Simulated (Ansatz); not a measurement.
Basis sets compared for In(phosphinine)H3 (C₅H₈InP). Charge 0, multiplicity 1. Geometry PBE0-D4/def2-SVP. Ansatz on 4 threads of Intel Xeon 6975P-C on a shared host; times are rough, and most runs start from earlier orbitals.

| atom | x (Å) | y (Å) | z (Å) |
| --- | --- | --- | --- |
| In1 | 0.980 | 0.444 | -3.302 |
| P2 | 0.188 | 0.088 | -0.640 |
| C3 | 0.730 | 0.934 | 0.762 |
| C4 | 0.262 | 0.667 | 2.045 |
| C5 | -0.692 | -0.312 | 2.330 |
| C6 | -1.270 | -1.122 | 1.350 |
| C7 | -0.957 | -1.034 | -0.003 |
| H8 | 1.482 | 1.716 | 0.618 |
| H9 | 0.664 | 1.254 | 2.876 |
| H10 | -0.999 | -0.453 | 3.369 |
| H11 | -2.009 | -1.865 | 1.664 |
| H12 | -1.450 | -1.705 | -0.712 |
| H13 | 0.690 | -1.213 | -3.745 |
| H14 | 2.592 | 0.958 | -2.899 |
| H15 | -0.212 | 1.643 | -3.711 |

In the def2 sets In takes a core potential; there is no spin–orbit coupling.

Binding counts from free atoms (In doublet, P quartet, C triplet, H doublet) in the same basis, without a counterpoise term.

```csv
level,functions,energy (Eh),HOMO (eV),LUMO (eV),binding per atom (eV),wall time
PBE-D4/def2-SVP,154,-726.1262,-6.14,-2.89,4.14,1.1 s
PBE0-D4/def2-SVP,154,-726.1782,-7.25,-2.15,4.07,1.5 s
```

Q: Estimate the rows for PBE-D4/def2-TZVP, PBE0-D4/def2-TZVP.

A: 
| level | functions | energy (Eh) | HOMO (eV) | LUMO (eV) | binding per atom (eV) | wall time |
| --- | --- | --- | --- | --- | --- | --- |
| PBE-D4/def2-TZVP | 290 | -726.4622 | -6.21 | -2.96 | 4.11 | 2 s |
| PBE0-D4/def2-TZVP | 290 | -726.5090 | -7.30 | -2.19 | 4.04 | 3.6 s |
